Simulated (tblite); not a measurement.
C5H9BOSi.
Atom-mapped SMILES: `[BH2:1][C:2]1=[CH:3][SiH2:4][C:5]([O:6][CH3:7])=[CH:8]1` (hydrogens: H9, H10 on B1; H11 on C3; H12, H13 on Si4; H14, H15, H16 on C7; H17 on C8)

Computed with GFN2-xTB (tblite), gas phase: L-BFGS steps from a force-field or distance-geometry start until the largest atomic force falls under 0.01 eV/Å.

The end geometry, which sets the zero of energy:
```
atom  x, y, z in Å
B1      2.7215    1.0155    0.2769
C2      1.5069    0.0617    0.2534
C3      1.6192   -1.2934    0.1755
Si4    -0.0733   -2.1160    0.1620
C5     -0.8387   -0.3789    0.2733
O6     -2.1824   -0.2018    0.3027
C7     -2.6585    1.1232    0.3760
C8      0.1275    0.5544    0.3098
H9      2.5703    2.1736    0.3583
H10     3.8044    0.5776    0.2111
H11     2.5858   -1.7680    0.1314
H12    -0.3590   -2.9358    1.3392
H13    -0.4012   -2.7991   -1.0889
H14    -3.7453    1.0575    0.3775
H15    -2.3264    1.7086   -0.4875
H16    -2.3176    1.6143    1.2932
H17    -0.0402    1.6187    0.3756
```

Question: These geometries come from the run, each turned onto the end geometry. Order them by energy, lowest first.
A.
```
atom  x, y, z in Å
B1      2.8241    0.9433    0.3156
C2      1.5149    0.0191    0.3069
C3      1.6630   -1.2846    0.1476
Si4    -0.0469   -1.9968    0.1977
C5     -0.7874   -0.3254    0.4878
O6     -2.1204   -0.0944    0.6248
C7     -2.7905    1.1008    0.2254
C8      0.2223    0.5294    0.5003
H9      2.8654    1.9247    0.9737
H10     3.7250    0.6886   -0.3632
H11     2.5511   -1.8301   -0.0055
H12    -0.2572   -2.9221    1.2925
H13    -0.4823   -2.4546   -1.1023
H14    -3.8814    0.9898    0.4782
H15    -2.6581    1.1487   -0.8676
H16    -2.3564    1.9611    0.7751
H17     0.0076    1.6146    0.6526
```
B.
```
atom  x, y, z in Å
B1      2.7034    1.0117    0.3427
C2      1.4948    0.0658    0.1822
C3      1.6115   -1.2876    0.1082
Si4    -0.0714   -2.1207    0.2026
C5     -0.8434   -0.3865    0.3322
O6     -2.1845   -0.1994    0.4146
C7     -2.6404    1.1317    0.3361
C8      0.1162    0.5518    0.2623
H9      2.5585    2.0431    0.8833
H10     3.7574    0.6706   -0.0331
H11     2.5805   -1.7550    0.0558
H12    -0.2395   -2.9625    1.3848
H13    -0.4824   -2.7770   -1.0369
H14    -3.7210    1.0975    0.4533
H15    -2.3887    1.5634   -0.6372
H16    -2.2022    1.7475    1.1267
H17    -0.0557    1.6177    0.2619
```
C.
```
atom  x, y, z in Å
B1      2.7262    1.0101    0.3186
C2      1.5119    0.0622    0.2118
C3      1.6220   -1.2928    0.1301
Si4    -0.0686   -2.1162    0.1804
C5     -0.8330   -0.3741    0.2572
O6     -2.1759   -0.1971    0.3008
C7     -2.6618    1.1260    0.3537
C8      0.1336    0.5591    0.2741
H9      2.5864    2.0952    0.7359
H10     3.7903    0.6412    0.0024
H11     2.5844   -1.7751    0.0768
H12    -0.3315   -2.8742    1.4059
H13    -0.4444   -2.8549   -1.0261
H14    -3.7453    1.0389    0.4152
H15    -2.3871    1.6833   -0.5488
H16    -2.2826    1.6544    1.2353
H17    -0.0315    1.6260    0.3161
```
D.
```
atom  x, y, z in Å
B1      2.8077    0.9666    0.3130
C2      1.5463    0.0670    0.3011
C3      1.6200   -1.2829    0.1327
Si4    -0.0883   -2.0531    0.2023
C5     -0.8018   -0.3194    0.5067
O6     -2.1440   -0.1490    0.6352
C7     -2.7481    1.0632    0.2344
C8      0.1854    0.5926    0.4956
H9      2.8569    1.9335    0.9803
H10     3.7333    0.6769   -0.3527
H11     2.5664   -1.7828    0.0046
H12    -0.2861   -2.9812    1.3220
H13    -0.5036   -2.5118   -1.1345
H14    -3.8077    0.9715    0.4783
H15    -2.6509    1.2161   -0.8469
H16    -2.3522    1.9474    0.7392
H17     0.0596    1.6575    0.6281
```
E.
```
atom  x, y, z in Å
B1      2.7342    1.0056    0.3401
C2      1.4976    0.0742    0.2227
C3      1.6131   -1.2781    0.1045
Si4    -0.0682   -2.1133    0.2106
C5     -0.8372   -0.3843    0.4075
O6     -2.1784   -0.2024    0.4965
C7     -2.6574    1.1093    0.2997
C8      0.1180    0.5590    0.3352
H9      2.6905    2.0195    0.9336
H10     3.7650    0.6900   -0.1254
H11     2.5903   -1.7275    0.0236
H12    -0.2916   -2.9931    1.3486
H13    -0.5248   -2.6873   -1.0494
H14    -3.7300    1.0634    0.4695
H15    -2.4571    1.4369   -0.7267
H16    -2.2050    1.8155    1.0021
H17    -0.0661    1.6246    0.3470
```

Answer: C (0.007 eV), B (0.025 eV), E (0.049 eV), D (0.139 eV), A (0.597 eV).

In the order of the answer:

| step | E above end (eV) | largest force (eV/Å) | rms force component (eV/Å) | rms distance from end (Å) | rms bond change (Å) | bond most changed (Å) |
| --- | --- | --- | --- | --- | --- | --- |
| 54 | 0.007 | 0.06 | 0.019 | 0.120 | 0.001 | Si4–C5 +0.002 |
| 36 | 0.025 | 0.10 | 0.031 | 0.181 | 0.001 | B1–H9 +0.003 |
| 27 | 0.049 | 0.16 | 0.062 | 0.232 | 0.003 | B1–C2 +0.008 |
| 7 | 0.139 | 0.21 | 0.081 | 0.363 | 0.005 | Si4–H13 +0.011 |
| 0 | 0.597 | 4.18 | 0.915 | 0.376 | 0.032 | C2–C8 -0.063 |

What follows is the cost of the whole relaxation. The run took 0.81 s of wall time on an Arm Neoverse V1 with one thread, no GPU, shared host.
